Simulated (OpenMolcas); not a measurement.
C³⁺: effect of the active space

```
Program             : OpenMolcas 26.06
Method              : SS-CASPT2 or its RAS form, IPEA 0.25 Eh, imaginary shift 0.1 Eh
Basis               : ANO-RCC-VQZP
Scalar Hamiltonian  : DKH2, point nucleus
Spin-orbit coupling : state interaction with AMFI integrals over the reference wave functions, term energies averaged over their components
```

A. 1 electron in 4 orbitals (2s 2p); 2S+1 = 2 even, 1 root; 2S+1 = 2 odd, 3 roots; closed shells correlated: 1s; CASPT2 step of the order of 1 core-seconds
B. 1 electron in 9 orbitals (RAS2 2s 2p; RAS3 3d, at most 1 electron); 2S+1 = 2 even, 1 root; 2S+1 = 2 odd, 3 roots; closed shells correlated: 1s; CASPT2 step of the order of 1 core-seconds

Energies in cm-1 above 2s 2S 1/2, the measured ground level; measured values from Moore, Selected Tables of Atomic Spectra, NSRDS-NBS 3, section 3.

| Level | A | B | Measured |
| --- | --- | --- | --- |
| 2s 2S 1/2 | 0.0 | 0.0 | 0.0 |
| 2p 2P* 1/2 | 64512 | 64512 | 64484 |
| 2p 2P* 3/2 | 64612 | 64612 | 64592 |

Deviations, from unrounded energies. A percentage is the sum of absolute deviations over the sum of measured energies, with the sign that they share, or ± where signs differ.

```
           Against measurement  Levels     A     B
mean absolute deviation (cm-1)       2    24    24
      other configurations (%)       2  +0.0  +0.0
```

A, B lie about equally close to measurement. The largest miss of A in the table is 2p 2P* 1/2, by +28 cm-1. The ranking rests on the paired levels alone, and a cruder setting can come out closer through cancelling errors.

Between A and B no level of the table moves by more than 5 cm-1.

With one active electron, CASPT2 adds the correlation within the correlated inactive shells and between them and that electron, and leaves the splitting within a term as the reference gives it. With one active electron outside closed inactive shells, the extra shells (3d) add no correlation to the reference (holds for B). Measured partners are found by configuration, term and J. A level has none where our copy of the source lacks it or the pairing is in doubt (some pairs that miss far off the trend of their configuration count as doubtful), and it then counts in no deviation. Only configurations of the active space appear.

* marks odd parity.
